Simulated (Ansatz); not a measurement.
Job for Ansatz (a program for electronic structure): R-wB97X-V/def2-TZVPP on H5NSeSi (SMILES N[Se][SiH3]), a point of a torsion scan.

Ansatz 0.2 input:
```yaml
crystal:
  periodic: [false, false, false]
  atoms:
    - {symbol: N, position_ang: [1.71257564, -0.13098986, -0.04705506]}
    - {symbol: Se, position_ang: [0.45496312, -0.10342525, 1.36942344]}
    - {symbol: Si, position_ang: [-0.40278098, -2.17906595, 1.03406832]}
    - {symbol: H, position_ang: [2.48648241, 0.46352819, 0.24773757]}
    - {symbol: H, position_ang: [2.10207096, -1.07267058, -0.09473081]}
    - {symbol: H, position_ang: [-1.09767936, -2.26299558, -0.24734200]}
    - {symbol: H, position_ang: [0.72065009, -3.11960527, 1.04720109]}
    - {symbol: H, position_ang: [-1.28856898, -2.37272846, 2.17194639]}
basis:
  gaussian:
    orbitals: def2-TZVPP
hamiltonian:
  xc: {name: wB97X-V}
scf: {lower_state_search: off}
```

The head of its log:

```
WARN ansatz: RAYON_NUM_THREADS=1 ignored (pool sized by the plan → 1); use --threads N
Functional definition: wB97X-V
these checks for a lower state are left out or cut short: stability, starts, cluster_reference, orbital_swaps, neighbouring_geometries, increment
integrals: 0.15 GiB planned
1150 factors; their error is unknown
integrals: 0.18 GiB planned
248 factors; integrals over basis functions are off by at most 8.9e-6 eV
mean field: 1.20 GiB planned
mean field evaluation 1: about -74788.5700 eV, gradient 3.9e1 eV
mean field evaluation 2: about -74788.4376 eV, gradient 3.9e1 eV
```

Problem. Give the final energy of this run.

Solution. -2748.5449 hartree.
